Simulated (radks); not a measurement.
Spherical jellium clusters: N electrons in a uniform positive sphere of charge N and radius rs N^(1/3), rs = 2.89 bohr. Method: non-relativistic Kohn-Sham, LDA (Slater exchange, Perdew-Wang correlation), spin-polarised, spherical densities; computed with a radial shooting solver with Libxc functionals. Levels are named by radial order and angular momentum (1s, 1p, 1d, 2s, ...), and open shells are averaged over m.

N = 28, configuration 1s2 1p6 1d10 2s2 1f(up 7, down 1). This is the lowest configuration that the search found. Occupied and some empty levels:

level    occupation  eigenvalue (eV)  <r> (bohr)
1s up             1          -8.0808       5.208
1s down           1          -7.8210       4.965
1p up             3          -6.7831       6.285
1p down           3          -6.3966       6.166
1d up             5          -5.2068       7.041
1d down           5          -4.7601       7.011
2s up             1          -4.6014       5.906
2s down           1          -4.3484       6.052
1f up             7          -3.4043       7.715
1f down           1          -2.9437       7.762
2p up             0          -2.5982       7.277
2p down           0          -2.3617       7.397
1g up             0          -1.4524       8.472
1g down           0          -1.0208       8.643
2d up             0         -0.88080       9.579
2d down           0         -0.68202       9.980

Energy (eV): total -42.5373, kinetic 89.445, external -2856.3, Hartree 1400.8, exchange-correlation -135.06, background 1458.6.

Electron density:

r (bohr)  n(r) (e/bohr^3)
0.645             0.01260
1.36              0.01149
2.08              0.01011
2.80             0.009035
3.52             0.008716
4.23             0.009211
4.95              0.01015
5.67              0.01087
6.39              0.01070
7.11             0.009283
7.82             0.006909
8.54             0.004356
9.26             0.002374
9.98             0.001176
10.7            0.0005448
11.4            0.0002461
12.1            0.0001072
12.8           0.00004587
13.6           0.00001944
14.3            8.306e-06
